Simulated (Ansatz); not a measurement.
The cluster Ti3Si3. Charge 0, multiplicity 1. Geometry PBE-D4/def2-SVP, basis def2-TZVP, Ansatz.

```xyz
6

Ti   -0.4846   -0.9144   -2.0091
Ti   -0.3413    1.2354    1.1960
Ti   -1.3296    0.8583   -0.8347
Si    1.1661    0.2937   -0.6164
Si   -0.4600   -1.1882    0.4502
Si    1.4495   -0.2848    1.8140
```

```json
{"run": "A", "HOMO (eV)": "-4.22", "LUMO (eV)": "-2.47"}
{"run": "B", "HOMO (eV)": "-3.57", "LUMO (eV)": "-3.06"}
{"run": "C", "HOMO (eV)": "-3.87", "LUMO (eV)": "-2.81"}
{"run": "D", "HOMO (eV)": "-3.42", "LUMO (eV)": "-3.08"}
{"run": "E", "HOMO (eV)": "-3.48", "LUMO (eV)": "-3.20"}
```

HSE06 is defined as in plane-wave codes, on full-range PBE exchange. No other spin state of charge 0 was run. Another isomer (triplet) lies 1.76 eV lower at PBE0-D4/def2-TZVP; other spin states weren't run for this one.

Problem. The runs used HSE06, PBE, PBE0, r2SCAN, revPBE. Estimate which is which.

Solution. A PBE0 (25 % exact exchange); B r2SCAN (0 % exact exchange); C HSE06 (range-separated); D revPBE (0 % exact exchange); E PBE (0 % exact exchange). Exact exchange lowers occupied and raises empty levels; among semilocal functionals meta-GGAs tend to open the gap a little, and such runs are hard to tell apart. The gap grows from 0.29 eV (PBE) to 1.76 eV (PBE0). The restricted singlet is unstable towards broken spin symmetry in Hartree–Fock (as tested in another run); at PBE0-D4/def2-TZVP, r2SCAN-D4/def2-TZVP, HSE06-D4/def2-TZVP, revPBE-D4/def2-TZVP and others this wasn't settled.
